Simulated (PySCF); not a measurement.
Compound: C₅H₈F₃OP.
Atom-mapped SMILES: `[CH3:1][O:2][CH2:3][P:4]([CH3:5])[C:6]([F:7])=[C:8]([F:9])[F:10]` (hydrogens: H11, H12, H13 on C1; H14, H15 on C3; H16, H17, H18 on C5)

The same species was optimised twice, with GFN2-xTB and with PBE0-D3(BJ)/def2-SVP (PySCF), and the same property calculations (PySCF, gas phase) were run on both structures.

```csv
coordinate,GFN2-xTB,PBE0-D3(BJ)/def2-SVP,change
C8–F9 (Å),1.327,1.309,-0.018
C8–F10 (Å),1.329,1.314,-0.015
C3–P4 (Å),1.867,1.854,-0.013
O2–C3 (Å),1.402,1.391,-0.011
C1–O2 (Å),1.406,1.396,-0.010
C6=C8 (Å),1.327,1.334,+0.007
P4–C6 (Å),1.842,1.835,-0.007
P4–C5 (Å),1.844,1.848,+0.004
C6–F7 (Å),1.347,1.344,-0.003
P4–C6–C8 (°),126.2,130.4,+4.2
O2–C3–P4 (°),108.6,112.1,+3.5
C6–C8–F9 (°),126.6,124.2,-2.4
C3–P4–C6 (°),97.7,100.1,+2.4
P4–C6–F7 (°),115.1,112.8,-2.3
C3–P4–C5 (°),98.2,99.7,+1.5
F7–C6–C8 (°),118.2,116.7,-1.5
C6–C8–F10 (°),123.0,124.3,+1.3
C1–O2–C3–P4 (°),-178,-171,+7
O2–C3–P4–C5 (°),-55,-48,+7
C3–P4–C6–F7 (°),-136,-156,-20
```

Rotational constants: A = 1265, B = 961.2, C = 689.0 MHz (GFN2-xTB) against A = 1279, B = 1003, C = 655.7 MHz (PBE0-D3(BJ)/def2-SVP). Point groups within 0.08 Å: C1 and C1.

On the GFN2-xTB structure: HOMO (eV) -6.61 [PBE0/pcSseg-1]; LUMO (eV) 0.16 [PBE0/pcSseg-1]; dipole (D) 3.05 [PBE0/pcSseg-1]; GIAO shielding of C1 (ppm) 124.0 [PBE0/pcSseg-1]; GIAO shielding of O2 (ppm) 318.1 [PBE0/pcSseg-1]; GIAO shielding of C3 (ppm) 116.1 [PBE0/pcSseg-1]; GIAO shielding of P4 (ppm) 359.4 [PBE0/pcSseg-1]; GIAO shielding of C5 (ppm) 181.1 [PBE0/pcSseg-1]; GIAO shielding of C6 (ppm) 48.9 [PBE0/pcSseg-1]; GIAO shielding of F7 (ppm) 380.7 [PBE0/pcSseg-1]; GIAO shielding of C8 (ppm) 17.7 [PBE0/pcSseg-1].

Q: What do these properties become on the PBE0-D3(BJ)/def2-SVP structure?

A: 
| property | level | on GFN2-xTB | on PBE0-D3(BJ)/def2-SVP | change |
| --- | --- | --- | --- | --- |
| HOMO (eV) | PBE0/pcSseg-1 | -6.61 | -6.60 | +0.01 |
| LUMO (eV) | PBE0/pcSseg-1 | 0.16 | 0.28 | +0.12 |
| dipole (D) | PBE0/pcSseg-1 | 3.05 | 2.89 | -0.16 |
| energy, GFN2-xTB geometry as zero (kcal/mol) | PBE0/pcSseg-1 | 0.0 | -1.3 | -1.3 |
| GIAO shielding of C1 (ppm) | PBE0/pcSseg-1 | 124.0 | 124.1 | +0.1 |
| GIAO shielding of O2 (ppm) | PBE0/pcSseg-1 | 318.1 | 323.1 | +5.0 |
| GIAO shielding of C3 (ppm) | PBE0/pcSseg-1 | 116.1 | 117.3 | +1.2 |
| GIAO shielding of P4 (ppm) | PBE0/pcSseg-1 | 359.4 | 367.1 | +7.7 |
| GIAO shielding of C5 (ppm) | PBE0/pcSseg-1 | 181.1 | 179.1 | -2.0 |
| GIAO shielding of C6 (ppm) | PBE0/pcSseg-1 | 48.9 | 48.7 | -0.2 |
| GIAO shielding of F7 (ppm) | PBE0/pcSseg-1 | 380.7 | 384.4 | +3.7 |
| GIAO shielding of C8 (ppm) | PBE0/pcSseg-1 | 17.7 | 18.9 | +1.2 |

The heavy atoms differ by 0.275 Å rms after alignment. Among bonds between heavy atoms C8–F9 changes most (-0.018 Å). Changes are differences of the printed values. Neither structure is proved a minimum here.

Conformer computed: `[CH3:1][O:2][CH2:3][P:4]([CH3:5])[C:6]([F:7])=[C:8]([F:9])[F:10]`: C1–O2–C3–P4 -171°, O2–C3–P4–C5 -48°, C3–P4–C6–F7 -156°.
